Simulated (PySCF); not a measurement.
CH6F2OSi2.

```xyz
12

O      0.3179    -1.6772     0.0000
C     -0.2258    -0.3448     0.0000
Si     0.2022     0.5556    -1.5934
F     -0.5364    -0.1595    -2.8546
Si     0.2022     0.5556     1.5934
F     -0.5364    -0.1595     2.8546
H      1.2808    -1.6079     0.0000
H     -1.3269    -0.4572     0.0000
H     -0.2462     1.9729    -1.5444
H      1.6716     0.4597    -1.8139
H     -0.2462     1.9729     1.5444
H      1.6716     0.4597     1.8139
```

Geometry optimised at ωB97X-D3(BJ)/def2-SVP. The structure was generated by enumeration, and PubChem lists no compound with its InChIKey, so it may never have been made. Other conformers were not sampled.

Computed with PySCF with PBE/pcSseg-1. Non-relativistic, no solvent.

**Question.** Give the absolute GIAO shielding of each atom: isotropic value and principal components (ppm). (The exact figures need the calculation; the answer reports its results.)

**Answer.** 
```
atom  σ(iso)    σ11    σ22    σ33   span
----  ------  -----  -----  -----  -----
O1     320.4  254.9  287.3  419.1  164.1
C2     112.4   81.7  107.8  147.6   65.9
Si3    331.9  258.5  327.3  409.8  151.4
F4     395.1  364.4  395.4  425.3   60.9
Si5    331.9  258.5  327.3  409.8  151.4
F6     395.1  364.4  395.4  425.3   60.9
H7      32.2   23.8   29.7   42.9   19.0
H8      26.9   25.0   26.0   29.8    4.9
H9      25.8   22.2   25.1   30.0    7.7
H10     26.0   22.4   25.6   30.1    7.6
H11     25.8   22.2   25.1   30.0    7.7
H12     26.0   22.4   25.6   30.1    7.6
```
